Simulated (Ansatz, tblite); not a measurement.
Species of one formula, C3H9InO (singlet), each relaxed with r2SCAN-D4/def2-SVP in Ansatz.

In the def2 sets In takes a core potential, while STO-3G treats all electrons; there is no spin–orbit coupling. The xTB rows come from tblite. Correlated methods freeze 8 core orbitals; core or outer-core shells of In are correlated, in sets that lack core-valence functions.

Other spin states weren't relaxed.

A: InH2(OiPr) (C₃H₉InO)

```xyz
14

C    -0.0519    0.3197    0.7849
C     1.3846    0.6014    0.3512
C    -0.3095   -1.1757    0.9539
In   -1.2303    0.4680   -2.0444
O    -0.9802    0.9090   -0.0942
H    -0.2488   -0.7522   -2.7549
H    -2.4728    1.4810   -2.6444
H    -0.2091    0.8043    1.7720
H     1.5985    0.1071   -0.6138
H     2.1165    0.2303    1.0875
H     1.5374    1.6849    0.2274
H    -1.3546   -1.3486    1.2549
H    -0.1286   -1.7075    0.0024
H     0.3488   -1.6217    1.7175
```

B: In(OCMe2)H3 (C₃H₉InO)

| atom | x (Å) | y (Å) | z (Å) |
| --- | --- | --- | --- |
| C1 | 0.2750 | 0.1613 | -0.5887 |
| C2 | 0.8995 | 0.4676 | -1.9148 |
| C3 | -0.9103 | 0.9673 | -0.1484 |
| In4 | -0.0546 | -1.4752 | 2.2141 |
| O5 | 0.7328 | -0.7380 | 0.1136 |
| H6 | 0.1434 | 0.3596 | -2.7108 |
| H7 | 1.2226 | 1.5220 | -1.9379 |
| H8 | 1.7511 | -0.1966 | -2.1065 |
| H9 | -0.6919 | 1.4132 | 0.8366 |
| H10 | -1.7606 | 0.2831 | 0.0151 |
| H11 | -1.1922 | 1.7501 | -0.8646 |
| H12 | -1.6397 | -1.9047 | 1.6223 |
| H13 | 0.0833 | 0.0836 | 2.9891 |
| H14 | 1.1418 | -2.6932 | 2.4810 |

C: InMe2(OMe) (C₃H₉InO)

```xyz
14

C    -1.984   -0.490   -0.601
C     1.609    0.682   -2.050
C     0.317   -0.173    2.403
In    0.094    0.105   -0.635
O     0.941    0.152    1.201
H    -2.050   -1.588   -0.535
H    -2.498   -0.160   -1.515
H    -2.484   -0.058    0.278
H     1.270    1.521   -2.674
H     1.862   -0.164   -2.707
H     2.503    0.980   -1.484
H    -0.748   -0.483    2.298
H     0.329    0.684    3.108
H     0.840   -1.009    2.914
```

Task: Estimate their order by electronic energy at ωB97X-V/def2-TZVP, counted from the lowest.

Result: C (0.0) < A (14.5) < B (52.9), in kJ/mol.

Task: Do the other levels pick the same lowest one?

Result: Not GFN1-xTB, GFN2-xTB, CCSD/def2-SVP, CCSD(T)/def2-SVP. Energies above each level's lowest (kJ/mol):

```
               level     A      B      C
            GFN1-xTB   0.0   23.3  161.2
            GFN2-xTB   0.0   26.5   84.2
           HF/STO-3G  43.6  132.7    0.0
         HF/def2-SVP   1.4   13.0    0.0
        HF/def2-TZVP  13.3   27.7    0.0
     PBE-D4/def2-SVP   3.0   31.7    0.0
    PBE-D4/def2-TZVP  22.9   61.9    0.0
 revPBE-D4/def2-TZVP  16.4   55.0    0.0
 r2SCAN-D4/def2-TZVP  20.0   56.4    0.0
    PBE0-D4/def2-SVP   1.6   33.4    0.0
   PBE0-D4/def2-TZVP  18.6   59.6    0.0
r2SCAN0-D4/def2-TZVP  17.2   55.6    0.0
   ωB97X-V/def2-TZVP  14.5   52.9    0.0
        MP2/def2-SVP   3.9   40.1    0.0
       MP2/def2-TZVP  35.8   90.0    0.0
       CCSD/def2-SVP   0.0   29.9    1.0
    CCSD(T)/def2-SVP   0.0   28.2    2.3
```
Point groups (tolerance 0.1 Å): A not assigned, B not assigned, C not assigned. From def2-SVP to def2-TZVP the PBE0 values move by up to 26.2 kJ/mol, so results in the small set are rough.
